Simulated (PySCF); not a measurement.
Al(H)(Me)(nPr), C₄H₁₁Al, SMILES C(C)[CH2][AlH][CH3], GFN2-xTB optimised geometry.

```
16

Al     0.02     1.18     0.00
H      1.58     1.18     0.00
C     -0.89     2.95     0.00
H     -1.47     3.13    -0.91
H     -0.15     3.76     0.07
H     -1.58     3.08     0.84
C     -0.76    -0.67     0.00
C      0.44    -1.63    -0.06
C      0.01    -3.10    -0.06
H     -1.42    -0.87    -0.85
H     -1.36    -0.90     0.89
H      1.02    -1.43    -0.96
H      1.09    -1.45     0.80
H     -0.55    -3.33     0.85
H      0.87    -3.76    -0.10
H     -0.63    -3.31    -0.91
```

Density from PBE0/def2-TZVP (PySCF) at that geometry.

Minimum of the electron density along straight lines between bonded atoms, close to the bond critical point (lines longer than 1.1 times the sum of covalent radii, or with two minima, are not listed):

```
bond    length / Å  ρ at the minimum / e bohr⁻³  ∇²ρ there / e bohr⁻⁵  position (fraction from the first atom)
------  ----------  ---------------------------  --------------------  ---------------------------------------
Al1–H2       1.555                        0.086                  0.23                                     0.51
Al1–C3       1.988                        0.082                  0.23                                     0.40
C3–H4        1.096                        0.265                 -0.86                                     0.64
C3–H5        1.097                        0.267                 -0.87                                     0.64
C3–H6        1.096                        0.266                 -0.86                                     0.64
Al1–C7       2.004                        0.081                  0.21                                     0.40
C7–C8        1.540                        0.236                 -0.55                                     0.50
C8–C9        1.525                        0.246                 -0.61                                     0.50
C7–H10       1.100                        0.266                 -0.87                                     0.64
C7–H11       1.100                        0.266                 -0.87                                     0.64
C8–H12       1.096                        0.277                 -0.94                                     0.64
C8–H13       1.096                        0.277                 -0.94                                     0.64
C9–H14       1.089                        0.278                 -0.95                                     0.64
C9–H15       1.088                        0.278                 -0.95                                     0.64
C9–H16       1.089                        0.278                 -0.95                                     0.64
```
